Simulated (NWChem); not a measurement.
System: BeHSeI; SMILES [Be]([I])[SeH]

Here is an NWChem input.

```
start job
memory heap 200 mb stack 900 mb global 1100 mb
geometry units angstroms noautoz
  Be    -0.001224     0.568881     0.000000
  I     -0.102985    -1.601942     0.000000
  Se     0.123940     2.596729     0.000000
  H     -1.347656     2.691650     0.000000
end
basis spherical
  * library def2-svp
end
ecp
  I library def2-ecp
end
dft
  xc xpbe96 cpbe96
  iterations 150
  mulliken
end
task dft gradient
```

Parts of the log:

```
             Northwest Computational Chemistry Package (NWChem) 7.3.0
             --------------------------------------------------------

 CS  symmetry detected

                             Geometry "geometry" -> ""
                             -------------------------

 Output coordinates in angstroms (scale by  1.889725989 to convert to a.u.)

  No.       Tag          Charge          X              Y              Z
 ---- ---------------- ---------- -------------- -------------- --------------
    1 Be                   4.0000     0.00331180     0.47883762     0.00000000
    2 I                   53.0000     0.00909423    -1.69436149     0.00000000
    3 Se                  34.0000     0.02797853     2.51039493     0.00000000
    4 H                    1.0000    -1.44651169     2.53238071     0.00000000

 Effective nuclear repulsion energy (a.u.)     333.1444835706

      Symmetry information
      --------------------

 Group name             Cs
 Group number              2
 Group order               2
 No. of unique centers     4

 Summary of "ao basis" -> "ao basis" (spherical)
 ------------------------------------------------------------------------------
       Tag                 Description            Shells   Functions and Types
 ---------------- ------------------------------  ------  ---------------------
 Be                         def2-svp                 5        9   3s2p
 I                          def2-svp                10       26   4s4p2d
 Se                         def2-svp                12       32   5s4p3d
 H                          def2-svp                 3        5   2s1p

      Symmetry analysis of basis
      --------------------------

        a'         51
        a"         21

            General Information
            -------------------
          SCF calculation type: DFT
          Wavefunction type:  closed shell.
          No. of atoms     :     4
          No. of electrons :    64
           Alpha electrons :    32
            Beta electrons :    32
          Charge           :     0
          Spin multiplicity:     1
          Use of symmetry is: on ; symmetry adaption is: on
          Maximum number of iterations: 150
          AO basis - number of functions:    72
                     number of shells:    30
          Convergence on energy requested:  1.00D-06
          Convergence on density requested:  1.00D-05
          Convergence on gradient requested:  5.00D-04

              XC Information
              --------------
          PerdewBurkeErnzerhof Exchange Functional  1.000
            Perdew 1991 LDA Correlation Functional  1.000 local
           PerdewBurkeErnz. Correlation Functional  1.000 non-local

             Grid Information
             ----------------
          Grid used for XC integration:  medium
          Radial quadrature: Mura-Knowles
          Angular quadrature: Lebedev.
          Tag              B.-S. Rad. Rad. Pts. Rad. Cut. Ang. Pts.
          ---              ---------- --------- --------- ---------
          Be                  1.05       49           8.0       434
          I                   1.40      123          12.0       590
          Se                  1.15      112          11.0       590
          H                   0.35       45          12.0       434
          Grid pruning is: on
          Number of quadrature shells:   329
          Spatial weights used:  Erf1

      Superposition of Atomic Density Guess
      -------------------------------------

 Sum of atomic energies:       -2761.69191100

      Non-variational initial energy
      ------------------------------

 Total energy =   -2711.880736
 1-e energy   =   -4244.359487
 2-e energy   =    1349.730779
 HOMO         =      -0.307372
 LUMO         =       0.016381

      Symmetry analysis of molecular orbitals - initial
      -------------------------------------------------

  Numbering of irreducible representations:

     1 a'          2 a"

  Orbital symmetries:

     1 a'          2 a'          3 a'          4 a'          5 a"
     6 a'          7 a'          8 a'          9 a'         10 a"
    11 a'         12 a'         13 a"         14 a'         15 a'
    16 a'         17 a"         18 a'         19 a"         20 a'
    21 a'         22 a"         23 a"         24 a'         25 a'
    26 a'         27 a'         28 a'         29 a'         30 a"
    31 a'         32 a"         33 a'         34 a'         35 a"
    36 a'         37 a'         38 a'         39 a"         40 a'
    41 a'         42 a'

     ---------------------------------------------
      Total Density - Mulliken Population Analysis
     ---------------------------------------------

    Atom       Charge   Shell Charges
 -----------   ------   -------------------------------------------------------
    1 Be   4     3.39   1.99  0.69  0.05  0.54  0.11
    2 I   25    25.36   1.83  0.22  1.22  0.66  2.92  3.13  2.67  2.69  9.82  0.19
    3 Se  34    34.46   2.00  2.00  2.00  1.33  0.51  6.00  5.98  2.00  2.61  8.20  1.76  0.08
    4 H    1     0.80   0.56  0.22  0.02

[...]

                         DFT ENERGY GRADIENTS

    atom               coordinates                        gradient
                 x          y          z           x          y          z
   1 Be      0.006258   0.904872   0.000000    0.000472   0.000134   0.000000
   2 I       0.017186  -3.201879   0.000000   -0.000102   0.002128   0.000000
   3 Se      0.052872   4.743959   0.000000   -0.005966  -0.002516   0.000000
   4 H      -2.733511   4.785506   0.000000    0.005597   0.000254   0.000000
```

Level: PBE/def2-SVP with def2 effective core potentials on I. Coordinates come from a PBE0/def2-SVP optimisation. def2 effective core potentials on I; no spin-orbit coupling.
